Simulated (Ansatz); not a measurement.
The cluster BeCl₂⁻. Total charge -1; doublet. Geometry PBE-D4/def2-TZVPD.

Cartesian coordinates in Å:
```
Be 0.1456 -0.4025 -0.4519
Cl -0.1352 1.4583 -0.9137
Cl -0.0104 -1.0558 1.3656
```

At PBE-D4/def2-TZVPD, r2SCAN-D4/def2-TZVPD, B97M-V/def2-TZVPD, PBE0-D4/def2-TZVPD the highest occupied level of the charge -1 doublet lies above zero (up to 1.43 eV). By energy differences its removal costs 1.41 eV (vertical, to the charge 0 singlet, at LC-ωPBE (ω = 0.30 bohr⁻¹)/def2-TZVPD). The structure comes from a short search, and lower isomers may exist.

Estimate the α-spin orbital energies around the gap (eV) in Ansatz with PBE-D4/def2-TZVPD, r2SCAN-D4/def2-TZVPD, B97M-V/def2-TZVPD, PBE0-D4/def2-TZVPD, ωB97M-V/def2-TZVPD.


```csv
orbital,PBE-D4/def2-TZVPD,r2SCAN-D4/def2-TZVPD,B97M-V/def2-TZVPD,PBE0-D4/def2-TZVPD,ωB97M-V/def2-TZVPD
HOMO−9,-100.52,-102.99,-105.51,-106.38,-109.51
HOMO−8,-14.94,-15.81,-16.36,-17.45,-20.21
HOMO−7,-14.72,-15.58,-16.15,-17.20,-19.95
HOMO−6,-4.87,-5.21,-5.36,-6.34,-8.78
HOMO−5,-4.03,-4.34,-4.55,-5.40,-7.74
HOMO−4,-3.22,-3.51,-3.64,-4.57,-7.00
HOMO−3,-3.18,-3.49,-3.60,-4.56,-6.97
HOMO−2,-2.72,-3.01,-3.16,-4.03,-6.36
HOMO−1,-2.48,-2.77,-2.92,-3.81,-6.13
HOMO,1.27,1.15,1.43,0.51,-0.88
LUMO,3.08,3.33,3.01,3.60,4.22
LUMO+1,3.25,3.81,3.23,3.69,4.29
LUMO+2,3.36,3.92,3.30,3.80,4.39
LUMO+3,3.65,3.94,3.47,4.07,4.77
LUMO+4,4.11,4.69,4.10,4.67,5.21
LUMO+5,4.27,4.79,4.15,4.74,5.73
β HOMO,-2.45,-2.72,-2.88,-3.76,-6.08
β LUMO,2.65,2.85,2.16,3.25,3.84
```
